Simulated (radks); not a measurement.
Task: The mean radii <r> (bohr) of the occupied orbitals of an atom or ion are listed with their occupations. Method: scalar-relativistic Kohn-Sham, TASK exchange with Perdew-Wang LDA correlation, spin-unpolarised, spherical densities, finite nucleus; meta-GGA in the generalised Kohn-Sham scheme; Fermi nuclear charge, rms radius of each element as measured or else 0.836 A^(1/3) + 0.57 fm; computed with a radial shooting solver on a logarithmic mesh with Libxc functionals.

orbital  occ.      <r>
1s          2  0.02075
2s          2  0.08816
2p          6  0.07812
3s          2   0.2300
3p          6   0.2290
3d         10   0.2080
4s          2   0.5190
4p          6   0.5494
4d         10   0.5930
5s          2    1.228
5p          6    1.391
4f          9   0.7394

Name the element and its charge.

Result: Z = 67, holmium, charge +4: Ho4+ in [Xe] 4f9. The 1s radius gives Z: for a bare nucleus <r> = (2 gamma + 1)/(2Z) with gamma = sqrt(1 - (Z/c)^2), 0.02048 bohr for Z = 67, and screening makes it slightly larger (0.02075 here). The occupations add up to 63, and the charge is Z minus that.
